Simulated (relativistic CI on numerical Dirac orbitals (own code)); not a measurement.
Quantum defects of the ns series of Sn IV

Problem. The ns 2S levels with J = 1/2 of Sn IV lie at 5s: 0.0, 6s: 174138.8 cm⁻¹ (Moore, Atomic Energy Levels, vol. III, NSRDS-NBS 35 (1971 reprint of NBS Circular 467, 1958)), and the ionisation limit at 328590.3 cm⁻¹ (NIST ASD). Find the quantum defects and predict 7s.

Working.
1. The outer electron sees the charge z = 4; R = 109736.81 cm⁻¹ for this mass. The binding energy T = limit − E defines n* = z√(R/T).
2. Values: 5s: T = 328590.3, n* = 2.3116, δ = n − n* = 2.6884; 6s: T = 154451.5, n* = 3.3716, δ = n − n* = 2.6284.
3. With δ held at 2.6284: E(7s) = limit − Rz²/(7 − δ)² = 236717.9 cm⁻¹.
4. The Ritz form δ = δ₀ + a/n*² through the last two members has a = 0.6055 and δ₀ = 2.5751, so with n* ≈ 7 − 2.6284, δ(7) = 2.6068 and E = 237618.2 cm⁻¹.

Check. The measured level is 237615.7 cm⁻¹ (δ = 2.6068), so the two predictions miss by -897.8 and 2.5 cm⁻¹. A relativistic CI calculation tied to the same limit puts it at 238366 cm⁻¹. The defect is large because this electron penetrates the core.
